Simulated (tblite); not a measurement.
Compound: C5H14B2N2.
Numbering: `[CH:1]#[N+:2][B@H-:3]([B:4]([CH3:5])[CH3:6])[N:7]([CH3:8])[CH3:9]` (hydrogens: H10 on C1; H11 on B3; H12, H13, H14 on C5; H15, H16, H17 on C6; H18, H19, H20 on C8; H21, H22, H23 on C9)

Cartesian coordinates in Å at the GFN2-xTB level; atoms count from 1:
```xyz
23
C5H14B2N2 angstrom
C     -0.1249    2.1221    1.4952
N      0.1878    1.0061    1.4384
B      0.1024   -0.3352    0.7736
B      1.3762   -0.4845   -0.3453
C      2.7264    0.3418   -0.2944
C      1.2728   -1.6079   -1.4532
N     -1.2985   -0.2980    0.1957
C     -2.4081   -0.5343    1.0840
C     -1.5798    0.7361   -0.7486
H     -0.3593    3.1435    1.5872
H      0.2031   -1.1582    1.6283
H      2.9481    0.7904   -1.2633
H      3.5598   -0.3296   -0.0853
H      2.7568    1.1356    0.4499
H      0.2862   -1.6567   -1.9083
H      1.4186   -2.5748   -0.9711
H      2.0135   -1.5325   -2.2482
H     -2.1758   -1.3732    1.7357
H     -2.6432    0.3404    1.7143
H     -3.3050   -0.7779    0.5062
H     -1.6065    1.7456   -0.2715
H     -0.8048    0.7547   -1.5136
H     -2.5506    0.5733   -1.2227
```

Computed with GFN2-xTB (tblite): harmonic, unscaled wavenumbers at the GFN2-xTB geometry, gas phase. This tight-binding method is rough: wavenumbers can miss measured ones by several per cent, in bad cases by 10 to 20. Modes of hydrogen on boron can be 10 to 20 % off. One conformer, not necessarily the lowest. The optimisation stopped once no atom felt more than 0.01 eV/Å.

Lowest wavenumbers of the output (negative numbers stand for imaginary wavenumbers):
```
mode    cm-1
  1     -53.3
  2      35.8
  3      74.2
  4      85.2
  5     100.2
  6     110.1
  7     131.0
  8     202.4
  9     230.7
 10     261.1
```

Task: Is this structure a minimum?

Result: Not by this Hessian. 1 mode is imaginary beyond 20i (53i cm⁻¹), so at this level the point lies at or near a first-order saddle. The curvature is small, so loose convergence or finite differences may be the whole cause.

Task: Which atoms move in the imaginary mode?

Result: 53i: H13 (methyl hydrogen) 36 %, H12 (methyl hydrogen) 35 %, H14 (methyl hydrogen) 25 %. These are shares of the mass-weighted motion.

Task: What is the remedy?

Result: Step along that mode in both directions, optimise again with tighter thresholds and repeat the frequencies. The zero-point energy of this point (117.6 kcal/mol) counts the 62 real modes alone, and thermal corrections from it aren't those of a minimum.
